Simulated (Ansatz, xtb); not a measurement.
Relative energy of two structures of ClHInNaO

Structure a is a singlet given by its coordinates and structure b is a singlet given by its coordinates. Both are isolated molecules in the gas phase, relaxed with PBE0-D3(BJ)/def2-SVP.

a (Å):

```xyz
5

Cl   -3.0402   -1.3497    0.8955
In   -0.6022   -1.1350    0.8161
Na    1.3733    1.0489   -0.1236
O    -0.6555    0.8841   -0.0577
H    -1.5584    1.1915   -0.1947
```

Close contacts (Å): Cl1–In2 2.45, In2–Na3 3.09, In2–O4 2.20, Na3–O4 2.04, O4–H5 0.96.

b (Å):

```xyz
5

Cl   -0.6560   -0.7660    1.4983
In   -1.5252    1.1836   -0.1307
Na    0.9361   -1.1652   -0.3915
O     0.0595    0.4181   -1.4459
H     0.1144    0.9021   -2.2759
```

Close contacts (Å): Cl1–In2 2.69, Cl1–Na3 2.50, In2–Na3 3.41, In2–O4 2.20, Na3–O4 2.09, O4–H5 0.96.

Quicker runs give these differences E(b) − E(a): GFN2-xTB −19.0 kcal/mol; HF/STO-3G −32.2 kcal/mol (at GFN2-xTB geometries); r2SCAN-D4/def2-SVP −22.1 kcal/mol (at GFN2-xTB geometries).

Q: Estimate E(b) − E(a) at the level CCSD(T)/def2-TZVP.

A: Calculated at CCSD(T)/def2-TZVP: E(b) − E(a) = −20.5 kcal/mol, so structure b lies lower.

Level by level:

```csv
level,geometry,E(b) − E(a) (kcal/mol),departure from the last row (kcal/mol),"job, with rough time for the two"
GFN2-xTB,GFN2-xTB,−19.0,+1.5,"optimisation, 0.16 s"
HF/STO-3G,GFN2-xTB,−32.2,−11.7,"single point, 1.1 s"
r2SCAN-D4/def2-SVP,GFN2-xTB,−22.1,−1.6,"single point, 4.7 s"
PBE0-D3(BJ)/def2-SVP,PBE0-D3(BJ)/def2-SVP,−23.7,−3.2,"optimisation, 44 s"
HF/def2-TZVP,PBE0-D3(BJ)/def2-SVP,−20.5,+0.1,part of the CCSD(T) run
MP2/def2-TZVP,PBE0-D3(BJ)/def2-SVP,−20.9,−0.3,part of the CCSD(T) run
CCSD(T)/def2-TZVP,PBE0-D3(BJ)/def2-SVP,−20.5,,"single point, 2.1 min"
```

None of the levels shown reverses the order. The largest departure from CCSD(T)/def2-TZVP is that of HF/STO-3G, 11.7 kcal/mol.

With harmonic frequencies from PBE0-D3(BJ)/def2-SVP (ideal gas, rigid rotor, one conformer each, 298.15 K, 1 atm): on the last row, ΔE + ΔZPE = −20.4 kcal/mol. A mode under 50 cm⁻¹ makes harmonic enthalpies and free energies unreliable, so none is given.

The correlated steps freeze 11 core orbitals; the filled d shell of In is correlated; the last core shell of Na is correlated, in a basis made for valence electrons. Atoms past krypton carry core potentials in the def2 sets, other sets are all-electron and non-relativistic, and no spin–orbit term is included. Run with Ansatz 0.2.0, xtb 6.7.1; the last row on 1 thread of Arm Neoverse V2 on a shared host.
